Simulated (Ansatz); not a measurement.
CH$_{9}$NO$_{2}$Si$_{2}$, SMILES `C[SiH](O)N[SiH2]O`. Total charge 0; spin multiplicity 1. All single points use the PBE0-D4/def2-TZVP geometry. It is one conformer, not always the lowest.

```xyz
15

C     1.702    1.877    0.375
Si    0.822    0.353   -0.201
O     1.728   -0.932    0.290
N    -0.795    0.289    0.421
Si   -1.949   -0.831   -0.158
O    -1.149   -2.268   -0.378
H     2.728    1.890    0.000
H     1.747    1.909    1.467
H     1.194    2.778    0.023
H     0.656    0.314   -1.681
H     1.282   -1.778    0.193
H    -0.940    0.631    1.360
H    -3.037   -0.948    0.847
H    -2.524   -0.449   -1.476
H    -1.465   -2.836   -1.082
```

(1) What is the dipole moment at ωB97M-V/def2-TZVPP? (Best estimate.)

(2) And with PBE, r2SCAN, B3LYP? (Estimate.)

(3) Give the Mulliken charges with ωB97M-V, r2SCAN, PBE in def2-TZVPP. (An estimate is asked.)

Answers

(1) Computed: 1.49 D, with components (-1.46, -0.27, -0.10) D in this frame, pointing from negative to positive charge.

(2) The calculation gave: PBE 1.31 D, r2SCAN 1.37 D, B3LYP 1.49 D.

(3) The calculation gave: 
| atom | ωB97M-V | r2SCAN | PBE |
| --- | --- | --- | --- |
| C1 | -0.46 | -0.32 | -0.39 |
| Si2 | 0.54 | 0.60 | 0.47 |
| O3 | -0.39 | -0.42 | -0.36 |
| N4 | -0.35 | -0.41 | -0.28 |
| Si5 | 0.43 | 0.54 | 0.41 |
| O6 | -0.40 | -0.44 | -0.37 |
| H7 | 0.12 | 0.08 | 0.11 |
| H8 | 0.12 | 0.07 | 0.10 |
| H9 | 0.12 | 0.08 | 0.11 |
| H10 | -0.08 | -0.13 | -0.12 |
| H11 | 0.18 | 0.20 | 0.19 |
| H12 | 0.10 | 0.14 | 0.13 |
| H13 | -0.05 | -0.10 | -0.09 |
| H14 | -0.05 | -0.10 | -0.09 |
| H15 | 0.18 | 0.21 | 0.19 |

B3LYP here is the variant with VWN-RPA as its local correlation; programs differ in this.
